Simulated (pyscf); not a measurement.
**F–W(F)(Cl)(=Se)–SeH, singlet**

Gas-phase minimum from PySCF at ωB97X-D3(BJ)/def2-SVP, one conformer. 

SMILES: [F][W]([F])(=[Se])([SeH])[Cl]
```xyz
7

F     -0.6466     1.1491     0.8038
W     -1.1777    -0.2786    -0.2591
F     -1.5944    -1.1326    -1.8559
Cl    -3.3453     0.4167    -0.0904
Se    -0.7363    -1.9895     1.0664
Se     0.8237     0.2832    -1.6032
H      1.4476     1.1360    -0.5881
```

Bonded distances (Å): F1–W2 1.857, W2–F3 1.858, W2–Cl4 2.283, W2–Se5 2.209, W2–Se6 2.475, Se6–H7 1.465. Bond angles (°): F1–W2–F3 155.4, F1–W2–Cl4 89.7, F1–W2–Se5 101.2, F1–W2–Se6 84.6, F3–W2–Cl4 89.5, F3–W2–Se5 101.8, F3–W2–Se6 79.6, Cl4–W2–Se5 112.4, Cl4–W2–Se6 137.6, Se5–W2–Se6 109.9, W2–Se6–H7 95.8.

Properties at ωB97X-D3(BJ)/def2-SVP:

```yaml
harmonic_wavenumbers_unscaled: 75, 104, 128, 183, 206, 225, 248, 266, 326, 395, 416, 671, 694, 703, 2515 cm⁻¹
zero_point_energy: 10.2 kcal/mol
rotational_symmetry_number: 1
Entropy of this conformer at 298 K and 1 atm, rigid rotor and harmonic oscillator, modes under 100 cm⁻¹ raised to 100: 413.6 J/(mol K)
dipole_moment: 1.33 D
```

Single-point totals, which compare only within one level:

| level | total energy (hartree) |
|---|---|
| ωB97X-D3(BJ)/def2-TZVP | -5530.93739 |
| PBE/def2-TZVP | -5530.00079 |
| r²SCAN/def2-TZVP | -5530.95720 |
| B3LYP-D3(BJ)/def2-TZVP | -5531.15829 |
| PBE0-D3(BJ)/def2-TZVP | -5530.12044 |
| M06-2X/def2-TZVP | -5530.86011 |
| ωB97M-D3(BJ)/def2-TZVP | -5531.07157 |

Soft torsions are taken as harmonic, which can shift the entropy by several J/(mol K). Elements up to Kr have no core potential and no relativistic terms here. Elements past Kr carry the def2 core potentials, without spin-orbit coupling.
